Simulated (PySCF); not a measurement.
**Orbital energies, ionisation energy and electron affinity**

C5H7ClGaN.
Z-matrix (Å and degrees, PBE0-D3(BJ)/def2-SVP geometry), rows numbered from 1:
```
Cl
C   1  1.7172
C   2  1.3946  1  120.19
C   3  1.3880  2  118.04  1  -179.94
N   4  1.3360  3  122.51  2    -0.13
Ga  5  2.1293  4  120.36  3  -177.97
C   5  1.3357  4  119.30  3     0.32
C   7  1.3881  5  122.52  4    -0.33
H   3  1.0901  2  121.02  1    -0.10
H   4  1.0934  3  121.35  2   179.53
H   6  1.5846  5   98.08  4  -150.40
H   6  1.5846  5   98.06  4   -29.55
H   6  1.5835  5   99.79  4    90.05
H   7  1.0934  5  116.18  4   179.38
H   8  1.0902  2  121.04  1     0.06
```

Level: B3LYP/def2-SVPD (PySCF). Frontier orbitals with their largest atomic shares (Löwdin; up to four atoms above 4 %):

```
orbital  ε (eV)                           main atoms
 HOMO−3   -8.72   C3 21 %, C4 20 %, C7 20 %, C8 20 %
 HOMO−2   -8.70  Cl1 38 %, C2 17 %, N5 13 %, C8 11 %
 HOMO−1   -7.26         Ga6 39 %, H12 27 %, H11 26 %
   HOMO   -7.10                                    ?
   LUMO   -2.44   C2 24 %, N5 21 %, C7 12 %, C4 12 %
 LUMO+1   -1.94   C8 19 %, C3 19 %, C4 18 %, C7 18 %
 LUMO+2   -0.47   Cl1 43 %, C2 16 %, H15 5 %, C8 5 %
```

Problem. What vertical ionisation energy does ΔSCF give, and how far is −ε(HOMO) from it?

Solution. ΔSCF: 9.26 eV (894 kJ/mol; threshold wavelength 134 nm); ⟨S²⟩ of the doublet left behind is 0.759, against 0.75 for a pure doublet. −ε(HOMO) is 7.10 eV, 2.16 eV below it. In exact Kohn–Sham theory the two would be equal; B3LYP (global hybrid, 20 % exact exchange) falls short of its own ΔSCF value by 23 %.

Problem. On which atoms does the HOMO lie?

Solution. Ga6 (gallium bonded to N and 3 H) 39 %, H13 (hydrogen on gallium) 35 %, H11 (hydrogen on gallium) 10 %, H12 (hydrogen on gallium) 10 %, so no atom holds as much as 40 %. The HOMO−1 lies 0.16 eV lower.

Problem. And the vertical electron affinity, the fundamental gap, Mulliken's electronegativity and the hardness (with the factor ½)?

Solution. EA = 0.59 eV by ΔSCF (−ε(LUMO) = 2.44 eV). IE − EA = 8.67 eV against an orbital gap of 4.66 eV; (IE + EA)/2 = 4.92 eV; (IE − EA)/2 = 4.33 eV. Parr's electrophilicity index (IE + EA)²/[8(IE − EA)] is 1.40 eV.

Problem. The lowest singlet excitation (vertical TDDFT, same level) lies at 3.99 eV. How far is it below IE − EA?

Solution. IE − EA = 8.67 eV, so by 4.68 eV.

Problem. How many of the 10 lowest singlet excitations (vertical TDDFT, same level) lie below the ionisation energy?

Solution. All 10; they run from 3.99 to 6.17 eV.

Geometry: PBE0-D3(BJ)/def2-SVP; no solvent, vibrations or thermal averaging. The calculation is non-relativistic, for gallium too.
